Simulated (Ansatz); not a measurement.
`N#C[Si](Cl)(Cl)Cl` + HCl → `Cl[Si](Cl)(Cl)Cl` + `C#N`  (ligand exchange at the Si–C bond)

Calculated with Ansatz (gas phase, PBE0-D4/def2-TZVP geometries, no zero-point term in ΔE). CBS: MP2 limit from def2 TZ/QZ plus the TZ coupled-cluster correction, frozen cores. This one scheme is used for every species.

```tsv
species	HF/def2-TZVPP energy (Eh)
`N#C[Si](Cl)(Cl)Cl`	-1759.99767
HCl	-460.09908
`Cl[Si](Cl)(Cl)Cl`	-2127.21054
`C#N`	-92.91256
```

Question: Work out ΔE.

Answer: ΔE = (-2127.21054) + (-92.91256) − (-1759.99767) − (-460.09908) = -0.02635 Eh = -69.2 kJ/mol. CCSD(T)/CBS gives -67.4 kJ/mol.

Largest T1 diagnostic among the species: 0.014.

In def2-TZVPP, CCSD(T) changes the Hartree–Fock value by +8.1 kJ/mol (the triples alone add +1.0 kJ/mol) and MP2 by +5.1 kJ/mol. Leaving LDA and LC-ωPBE aside and taking each functional with its dispersion term where it has one, the values, not all of them listed here, spread over 6.4 kJ/mol, from r2SCAN0-D4 to BLYP-D4. At CCSD(T), def2-SVP lies +9.0 kJ/mol from the extrapolated value and def2-TZVPP +6.3 kJ/mol.
